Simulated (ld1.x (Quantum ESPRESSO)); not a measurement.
## Transferability test, TM potential for S

```json
{
  "Element": "S",
  "Generator": "ld1.x (Quantum ESPRESSO) 7.5",
  "Type": "norm-conserving Troullier–Martins (Kleinman–Bylander form)",
  "Functional": "LDA (PZ)",
  "Relativity": "non-relativistic",
  "Frozen core": "[Ne]",
  "Valence charge": "6",
  "Reference configuration": "3s1.75 3p4.25",
  "Partial waves": "3s (bound): rc 1.45 bohr; 3d channel at 0.25 Ry: rc 1.55 bohr; 3p (bound): rc 1.60 bohr",
  "Local potential": "the p channel",
  "Core correction": "none"
}
```

Energies are relative to the spin-unpolarised reference configuration 3s1.75 3p4.25; without spin polarisation the order of configurations can differ from experiment. Spin-polarised rows fill each open shell by Hund’s rule, majority spin first.

Task: Give the all-electron excitation energy and the error of the potential for: 3s2 3p4; 3s2 3p3; 3s2 3p2; 3s2 3p1; 3s2 3p0; 3s1 3p5; 3s0 3p6; 3s1.75 3p4.25 (spin-polarised); 3s2 3p4 (spin-polarised).

Result:

```json
{"valence configuration": "3s2 3p4", "charge": "0", "ΔE all-electron (eV)": "-2.515", "error AE − PS (meV)": "+0.1"}
{"valence configuration": "3s2 3p3", "charge": "+1", "ΔE all-electron (eV)": "9.361", "error AE − PS (meV)": "+3.8"}
{"valence configuration": "3s2 3p2", "charge": "+2", "ΔE all-electron (eV)": "31.746", "error AE − PS (meV)": "+31"}
{"valence configuration": "3s2 3p1", "charge": "+3", "ΔE all-electron (eV)": "65.913", "error AE − PS (meV)": "+124"}
{"valence configuration": "3s2 3p0", "charge": "+4", "ΔE all-electron (eV)": "112.898", "error AE − PS (meV)": "+361"}
{"valence configuration": "3s1 3p5", "charge": "0", "ΔE all-electron (eV)": "7.594", "error AE − PS (meV)": "+1.1"}
{"valence configuration": "3s0 3p6", "charge": "0", "ΔE all-electron (eV)": "17.826", "error AE − PS (meV)": "+6.6"}
{"valence configuration": "3s1.75 3p4.25 (spin-polarised)", "charge": "0", "ΔE all-electron (eV)": "-0.738", "error AE − PS (meV)": "+75"}
{"valence configuration": "3s2 3p4 (spin-polarised)", "charge": "0", "ΔE all-electron (eV)": "-3.221", "error AE − PS (meV)": "+63"}
```

Levels in the configuration 3s2 3p4 (spin-polarised):

| level | all-electron (eV) | pseudo (eV) |
| --- | --- | --- |
| 3s up | -17.811 | -17.885 |
| 3p up | -7.697 | -7.743 |
| 3s down | -16.202 | -16.076 |
| 3p down | -6.275 | -6.194 |
